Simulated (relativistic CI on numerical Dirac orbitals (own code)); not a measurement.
# Cl15+: q coefficients

Method of calculation: Dirac-Coulomb-Breit CI, KLI orbitals optimised for each configuration, derivatives by finite differences, unscaled Slater integrals, QED left out (own radial code, finite nucleus).

Configuration list: 1s², 1s2s, 1s2p. Levels of other configurations are missing.

With x = (α/α₀)² − 1 an excitation energy changes as ω = ω₀ + qx; K = 2q/ω₀ is the relative enhancement. Terms are leading LS components, so labels can repeat.

Lowest level 1s² ¹S0.

```csv
Level,ω₀ (cm⁻¹),q (cm⁻¹),K
1s2s ³S1,22231509,62690,0.00564
1s2p ³P°0,22374465,70230,0.00628
1s2p ³P°1,22378616,73140,0.00654
1s2s ¹S0,22387257,67610,0.00604
1s2p ³P°2,22395661,91620,0.00818
1s2p ¹P°1,22501591,84710,0.00753
```

At this charge energies of transitions that change n are usually good to better than 1 %, and those within a shell (Δn = 0) to a few per cent.
